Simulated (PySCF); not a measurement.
B3LYP has the VWN-RPA correlation part, as in Gaussian. Delta-SCF ions had no search for a lower state. Excitations are Tamm–Dancoff values on a coarser integration grid. The basis has no diffuse functions, so Rydberg states are missing or too high.

Z-matrix (Å, degrees):
```
Si
N 1 1.7198
H 2 1.0072 1 120.49
H 2 1.0077 3 111.49 1 149.71
N 1 1.7198 2 113.04 3 -44.70
H 5 1.0072 1 120.51 2 -71.22
H 5 1.0077 6 111.49 1 -149.77
N 1 1.7199 2 102.52 3 -166.74
H 8 1.0072 1 120.51 2 -166.76
H 8 1.0077 9 111.49 1 149.73
N 1 1.7199 2 113.05 3 71.23
H 11 1.0072 1 120.50 2 44.72
H 11 1.0077 12 111.48 1 -149.69
```
Charge 0, spin multiplicity 1.

Q: Estimate the dipole moment, brightest of the four lowest singlets (TDA), vertical ionisation energy (Delta-SCF), HOMO–LUMO gap, S1 excitation (TDA), S1–T1 gap (TDA), T1 excitation (TDA) and HOMO that B3LYP-D3(BJ)/def2-TZVP in PySCF returns for this input.

A: 
```yaml
dipole_moment: 0.00 D
brightest of the four lowest singlets (TDA): 6.56 eV
vertical ionisation energy (Delta-SCF): 8.56 eV
HOMO–LUMO gap: 6.92 eV
S1 excitation (TDA): 5.95 eV
S1–T1 gap (TDA): 0.24 eV
T1 excitation (TDA): 5.71 eV
HOMO: -6.42 eV
```
